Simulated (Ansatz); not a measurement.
`[GaH2][CH2][GeH3]` + H₂S → `[SH][GaH2]` + `[CH3][GeH3]` at 298.15 K and 1 bar (ligand exchange at a Ga–C bond).

Calculated with Ansatz (gas phase, PBE0-D4/def2-TZVP geometries, no zero-point term in ΔE). CCSD(T)/CBS is the MP2 limit (def2-TZVPP, def2-QZVPP) plus CCSD(T) − MP2 in def2-TZVPP, frozen cores. This one scheme is used for every species. For Ga, Ge outer-core shells are correlated without core-valence functions, which leaves a few kJ/mol of doubt a bond. Scalar relativity is left out up to krypton.

```csv
species,CCSD(T)/CBS energy (Eh),H − E (kJ/mol),S (J/(mol·K))
`[GaH2][CH2][GeH3]`,-4042.29238,185.0,352.5
H₂S,-398.97279,49.9,205.7
`[SH][GaH2]`,-2323.53734,73.1,277.9
`[CH3][GeH3]`,-2117.76728,170.1,269.4
```

H − E and S are ideal-gas, rigid-rotor, harmonic terms from PBE0-D4/def2-TZVP. 1 Eh = 2625.50 kJ/mol, R = 8.31446 J/(mol·K).

Task: By hand: ΔE, ΔH, ΔS and ΔG.

Result: ΔE = (-2323.53734) + (-2117.76728) − (-4042.29238) − (-398.97279) = -0.03945 Eh = -103.6 kJ/mol. Δ(H − E) = 73.1 + 170.1 − 185.0 − 49.9 = 8.3, so ΔH = -95.3 kJ/mol. ΔS = 277.9 + 269.4 − 352.5 − 205.7 = -10.9 J/(mol·K). ΔG = -95.3 − 298.15 × (-10.9)/1000 = -92.1 kJ/mol.

Task: By hand: the equilibrium constant, and the temperature at which ΔG would vanish if ΔH and ΔS stayed fixed.

Result: log₁₀ K = −ΔG/(RT ln 10) = 16.1. ΔG = 0 at ΔH/ΔS = 8743 K, far beyond where these terms or the molecules hold.

The number of gas molecules stays the same, so ΔS is small and ΔH decides. A doubt of 5 kJ/mol in ΔE shifts log₁₀ K by 0.9 here. These are equilibria of isolated gas molecules and say nothing of rates. Largest T1 diagnostic: 0.013 (customary marks: 0.02 for closed shells, 0.045 for open ones).
